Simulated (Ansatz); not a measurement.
Isolated molecules relaxed with PBE0-D4/def2-TZVP in Ansatz; ΔE leaves out vibrations. CBS: MP2 limit from def2 TZ/QZ plus the TZ coupled-cluster correction, frozen cores. This one scheme is used for every species. Functionals use def2-TZVPP. Each species was taken in one conformer, which may not be the lowest.

`CN([SiH3])CF` + `OBO` → `OB(O)[SiH3]` + `CNCF`  (formal exchange of groups at the Si–N bond)

`CN([SiH3])CF`:

Z-matrix (Å, degrees):
```
C
N 1 1.452
H 1 1.095 2 109.9
H 1 1.095 2 112.7 3 120.8
H 1 1.092 2 110.0 3 -118.4
Si 2 1.733 1 119.3 3 151.0
C 2 1.401 1 115.6 3 -50.4
H 6 1.486 2 107.8 1 -52.3
H 6 1.490 2 114.3 1 67.2
H 6 1.484 2 106.9 1 -172.0
F 7 1.405 2 112.7 1 -72.9
H 7 1.095 2 110.9 1 45.0
H 7 1.092 2 110.7 1 168.2
```

`OBO`:

Z-matrix (Å, degrees):
```
B
O 1 1.353
O 1 1.364 2 119.3
H 1 1.198 2 118.4 3 180.0
H 2 0.963 1 112.3 3 0.0
H 3 0.958 1 113.2 2 180.0
```

`OB(O)[SiH3]`:

Z-matrix (Å, degrees):
```
Si
B 1 2.033
H 1 1.490 2 110.5
H 1 1.490 2 110.3 3 118.7
H 1 1.487 2 111.8 3 -120.8
O 2 1.364 1 117.3 3 -56.7
O 2 1.363 1 118.6 3 123.5
H 6 0.963 2 116.0 1 -179.8
H 7 0.963 2 115.8 1 179.8
```

`CNCF`:

Z-matrix (Å, degrees):
```
C
N 1 1.449
H 1 1.096 2 113.8
H 1 1.093 2 109.0 3 120.6
H 1 1.091 2 109.5 3 -121.9
C 2 1.397 1 116.4 3 -64.1
H 2 1.010 1 112.3 3 66.8
F 6 1.411 2 113.7 1 63.1
H 6 1.092 2 110.4 1 -177.9
H 6 1.093 2 110.2 1 -55.3
```

| level | ΔE (kcal/mol) |
| --- | --- |
| r2SCAN-D4 | 17.1 |
| CCSD/def2-TZVPP | 18.5 |
| MP2/def2-QZVPP | 20.7 |
| MP2/CBS(def2) | 20.7 |

What does CCSD(T)/CBS give? (Estimate.)

The calculation gave: +18.4 kcal/mol. The listed levels differ from it by -1.3, 0.1, 2.3, 2.3 kcal/mol.

Largest T1 diagnostic among the species: 0.014.

The D4 term adds +1.4 kcal/mol with B3LYP and +0.8 kcal/mol with PBE0; it sums over pairs of atoms, weighted by their polarisabilities, and B3LYP, whose exchange is more repulsive, gets the larger term. From PBE to PBE0 (25 % exact exchange), in def2-TZVPP and without D4, ΔE moves by +1.6 kcal/mol.

B3LYP here is the variant with VWN-RPA as its local correlation; programs differ in this.
